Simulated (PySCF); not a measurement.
aminosilylimino(oxo)methane (CH₄N₂OSi), SMILES O=C=N[SiH2]N. Atoms are numbered in the order given.

```xyz
9

N      0.8465    -2.1309     0.0000
Si    -0.5366    -1.1173     0.0000
N     -0.1991     0.5855     0.0000
C      0.0561     1.7542     0.0000
O      0.3064     2.8968     0.0000
H      1.4113    -2.2302     0.8359
H      1.4113    -2.2302    -0.8359
H     -1.3145    -1.3894    -1.2373
H     -1.3145    -1.3894     1.2373
```
Charge 0, spin multiplicity 1.

Coordinates come from a PBE0-D3(BJ)/def2-SVP optimisation. One conformer was computed; it need not be the lowest.

All values below come from TDA-PBE/def2-SVPD run with PySCF.

Vertical excitations. Gas-phase values at a fixed geometry. State labels are in the subgroup Cs.

### Question
List the lowest excited states. (The exact figures need the calculation; the answer reports its results.)

### Answer

```
state  symmetry  energy (eV)  λ (nm)      f                                              main pairs
-----  --------  -----------  ------  -----  ------------------------------------------------------
S1           A'         5.99     207  0.072                                          HOMO→LUMO 96 %
S2           A"         6.28     197  0.002                                        HOMO−1→LUMO 99 %
S3           A"         6.53     190  0.001                                        HOMO→LUMO+2 99 %
S4           A'         6.58     188  0.009                                        HOMO→LUMO+1 96 %
S5           A'         6.77     183  0.012                                        HOMO−2→LUMO 86 %
S6           A"         7.00     177  0.000                                      HOMO−1→LUMO+1 99 %
S7           A'         7.29     170  0.019                                        HOMO→LUMO+3 73 %
S8           A'         7.35     169  0.004                  HOMO−2→LUMO+1 67 %, HOMO−1→LUMO+2 24 %
S9           A'         7.38     168  0.001                                        HOMO→LUMO+4 89 %
S10          A"         7.41     167  0.000                                      HOMO−2→LUMO+2 92 %
T1           A'         5.61     221      0                                          HOMO→LUMO 99 %
T2           A"         6.13     202      0                                        HOMO−1→LUMO 95 %
T3           A'         6.30     197      0  HOMO−2→LUMO 42 %, HOMO→LUMO+1 34 %, HOMO−1→LUMO+2 16 %
T4           A"         6.42     193      0                                        HOMO→LUMO+2 96 %
```
Triplets are in the Tamm–Dancoff approximation.
